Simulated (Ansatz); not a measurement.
Geometry optimisation, RKS B3LYP-D4/def2-SVP in Ansatz 0.2.0.

Input file:

```yaml
crystal:
  periodic: [false, false, false]
  atoms:
    - { symbol: Al, position_ang: [-1.151366, 0.946065, -0.407048] }
    - { symbol: O, position_ang: [0.156177, 0.249893, 0.622205] }
    - { symbol: C, position_ang: [0.338695, -1.094918, 1.009524] }
    - { symbol: Cl, position_ang: [-2.401008, -0.330179, -1.487516] }
    - { symbol: Cl, position_ang: [-1.414147, 3.007626, -0.349612] }
    - { symbol: H, position_ang: [1.705262, 0.763928, -0.940718] }
    - { symbol: F, position_ang: [1.564602, 0.879526, -1.837123] }
    - { symbol: H, position_ang: [-0.217625, -1.322009, 1.940054] }
    - { symbol: H, position_ang: [1.411571, -1.27747, 1.211239] }
    - { symbol: H, position_ang: [0.00764, -1.82246, 0.238997] }
basis:
  gaussian: { orbitals: def2-SVP }
hamiltonian:
  xc: b3lyp
  dispersion: d4
relax:
  f_tol: 0.03
  max_steps: 50
```

Command:

```bash
$ ansatz run input.yaml --threads 2 --pin off --max-ram 3072MiB --backend cpu --events-out ev --progress --plain --runs-dir out
```

**Question.** Where does it end, and by what steps?

**Answer.** It converged. After 23 steps the energy has fallen by 1.845 eV; F7 moved furthest, 1.16 Å. Parted: H6–F7 (0.91 → 2.42 Å). Joined: Al1–F7 (3.07 → 1.68 Å), O2–H6 (2.26 → 0.97 Å).

| step | energy less start (eV) | largest force component (eV/Å) | accepted |
| --- | --- | --- | --- |
| 0 | 0.0000 | 1.749 | yes |
| 1 | -0.2380 | 1.140 | yes |
| 2 | -0.4672 | 0.408 | yes |
| 3 | -0.6701 | 0.461 | yes |
| 4 | -0.7267 | 1.251 | yes |
| 5 | -0.8222 | 0.429 | yes |
| 6 | -0.8900 | 0.692 | yes |
| 7 | -0.9855 | 1.161 | yes |
| 8 | -0.9848 | 4.610 | no |
| 9 | -1.1728 | 1.113 | yes |
| 10 | -1.3981 | 1.251 | yes |
| 11 | -1.6175 | 1.107 | yes |
| 12 | -1.7447 | 0.509 | yes |
| 13 | -1.7585 | 1.111 | yes |
| 14 | -1.4467 | 2.271 | no |
| 15 | -1.8215 | 0.151 | yes |
| 16 | -1.8304 | 0.135 | yes |
| 17 | -1.8365 | 0.072 | yes |
| 18 | -1.8402 | 0.050 | yes |
| 19 | -1.8421 | 0.098 | yes |
| 20 | -1.8435 | 0.079 | yes |
| 21 | -1.8446 | 0.157 | yes |
| 22 | -1.8451 | 0.036 | yes |
| 23 | -1.8452 | 0.010 | yes |

```xyz
10
Properties=species:S:1:pos:R:3
Al -0.592 1.097 -0.960
O 0.661 0.105 0.130
C 0.351 -1.024 0.972
Cl -1.974 -0.411 -1.513
Cl -1.307 2.648 0.274
H 1.477 -0.017 -0.383
F 0.594 1.464 -2.088
H -0.468 -0.707 1.628
H 1.232 -1.274 1.578
H 0.026 -1.879 0.362
```

Whether the end is a true minimum wasn't checked by a vibrational analysis.

Time of the run: 72 s on 2 threads of Intel(R) Xeon(R) Platinum 8375C CPU @ 2.90GHz (Ice Lake), on a shared host, peak memory 0.3 GiB.
